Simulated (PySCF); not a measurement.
## State search for KAl

Unrestricted PBE0; basis K pcseg-1, Al pcseg-1; no relativity; PySCF 2.14. Outer shells of the fragments: K 4s1; Al 3s2 3p1.

Followed along the bond (rough minima from three points):

| 2Ms+1 | unpaired | ⟨S²⟩ at the start | R at minimum (Å) | Te (eV) |
| --- | --- | --- | --- | --- |
| 3 | σ ↑, π ↑ | 2.00 | 3.38 | 0.00 |
| 1 | none | 0.00 | 3.66 | 0.14 |
| 1 | σ ↑, π ↓ | 1.01 | 3.44 | 0.18 |
| 3 | π ↑↑ | 2.00 | 3.00 | 0.47 |
| 1 | π ↑↓ | 1.00 | 3.00 | 0.67 |

Solutions found at the starting distance of 3.140 Å, counted from the lowest of them; the search is not exhaustive and high or unbound solutions are not listed, so other states can lie among these:

```
2Ms+1    unpaired   term  E (eV)  ⟨S²⟩  ⟨Lz²⟩  μ (D)
    3    σ ↑, π ↑     ³Π    0.00  2.00   1.00  -7.23
    1    σ ↑, π ↓  mixed    0.19  1.01   1.00  -6.71
    1        none    ¹Σ⁺    0.33  0.00   0.00  -4.75
    3        π ↑↑    ³Σ⁻    0.45  2.00   0.00  -9.71
    1        π ↑↓  mixed    0.65  1.00   2.01  -9.53
    3        σ ↑↑    ³Σ⁺    1.08  2.00   0.00   3.80
    1        none  mixed    1.23  0.00   2.00  -8.98
    3        π ↑↑  mixed    2.86  2.00   2.00   1.82
    3  σ ↑↑, π ↑↓  mixed    4.08  3.00   2.00  -9.00
    3  σ ↑↑↑, π ↓  mixed    5.70  3.00   1.00   3.42
```

A term symbol is given only where ⟨S²⟩ and ⟨Lz²⟩ are close to those of a pure state; real π, δ and φ orbitals otherwise mix terms. A positive dipole means K(−)Al(+).

Problem. Compare the gap between the two lowest followed solutions at the starting distance with the gap between their minima.

Solution. At PBE0 the second solution (singlet, closed shell) lies +0.33 eV from the first (triplet, unpaired electrons σ ↑, π ↑) at 3.140 Å and +0.14 eV at the minima; the two curves relax by different amounts, since their minima lie near 3.66 and 3.38 Å.

Counting both spins, an empty level lies below a filled one in some of these solutions, because spin and occupation are held.
